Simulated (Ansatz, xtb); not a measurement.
**Two isomers of C5H5F2O+**

Structure a: `FC(F)OC[c+]1cc1`, a singlet. Structure b: `C[c+]1cc1OC(F)F`, a singlet. Both are isolated ions in the gas phase, relaxed with PBE0-D3(BJ)/def2-SVP; each stands in its lowest conformer found.

Problem. Which of the two would you expect CCSD(T)/def2-SVP + ΔMP2/def2-TZVPP electronic energies to favour?

Solution. Structure b; the calculation gives E(b) − E(a) = −58.2 kJ/mol.

The same difference at several levels:

| level | geometry | E(b) − E(a) (kJ/mol) | departure from the last row (kJ/mol) | job, with rough time for the two |
| --- | --- | --- | --- | --- |
| GFN2-xTB | GFN2-xTB | −82.3 | −24.1 | optimisation, 0.55 s |
| HF/STO-3G | GFN2-xTB | −100.5 | −42.2 | single point, 0.34 s |
| r2SCAN-D4/def2-SVP | GFN2-xTB | −70.0 | −11.8 | single point, 3.7 s |
| PBE0-D3(BJ)/def2-SVP | PBE0-D3(BJ)/def2-SVP | −68.0 | −9.7 | optimisation, 54 s |
| HF/def2-SVP | PBE0-D3(BJ)/def2-SVP | −40.3 | +17.9 | part of the CCSD(T) run |
| MP2/def2-SVP | PBE0-D3(BJ)/def2-SVP | −61.8 | −3.6 | part of the CCSD(T) run |
| CCSD(T)/def2-SVP | PBE0-D3(BJ)/def2-SVP | −59.6 | −1.3 | single point |
| CCSD(T)/def2-SVP + ΔMP2/def2-TZVPP | PBE0-D3(BJ)/def2-SVP | −58.2 |  | single point, 80 s |

As drawn, both hold the same kinds of bond in the same numbers. Structure a has 0 methyl groups, b 1.

None of the levels shown reverses the order. The largest departure from CCSD(T)/def2-SVP + ΔMP2/def2-TZVPP is that of HF/STO-3G, 42.2 kJ/mol. The last row adds to CCSD(T) the change of the MP2 difference between the two basis sets, here +1.3 kJ/mol.

With thermal terms from frequencies at re-optimised GFN2-xTB minima (ideal gas, soft modes damped towards free rotors, one conformer each, 298.15 K, 1 atm): on the last row, ΔE + ΔZPE = −55.7, ΔH = −54.6, ΔG = −57.7 kJ/mol.

The correlated steps freeze 8 core orbitals. Programs: Ansatz 0.2.0, xtb 6.7.1; the last row on 4 threads of Arm Neoverse V1 on a shared host.
